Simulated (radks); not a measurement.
Values are calculated unless marked as measured or tabulated.
Question: Orbital eigenvalues (eV) of the thulium ion Tm+, [Xe] 4f13 6s1, of relativity; Dirac values are averaged over j with weights 2j + 1. Spin-unpolarised spherical Kohn-Sham, LDA (Slater exchange, Perdew-Wang correlation), point nucleus unless stated (finite: rms radius 5.2256 fm), a radial shooting solver on a logarithmic mesh with Libxc functionals. A level marked "c x" has the speed of light scaled by that factor and shares open shells by 2j + 1; other Dirac levels either fill j = l - 1/2 first or share by 2j + 1.

| shell | non-rel. |
|---|---|
| 2s | -8906.1 |
| 2p | -8510.3 |
| 3s | -1989.4 |
| 3p | -1808.9 |
| 3d | -1471.4 |
| 4s | -383.73 |
| 4p | -310.85 |
| 4d | -179.23 |
| 5s | -51.343 |
| 5p | -32.285 |
| 4f | -14.135 |
| 6s | -8.7059 |

Give the values at the level "Dirac, c x 10".

Answer: 
shell  Dirac, c x 10  change of magnitude (%)
2s           -8915.4                    +0.10
2p           -8513.4                    +0.04
3s           -1991.6                    +0.11
3p           -1809.8                    +0.05
3d           -1471.3                    -0.01
4s           -384.27                    +0.14
4p           -311.05                    +0.07
4d           -179.22                    -0.01
5s           -51.414                    +0.14
5p           -32.299                    +0.04
4f           -14.091                    -0.31
6s           -8.7116                    +0.07
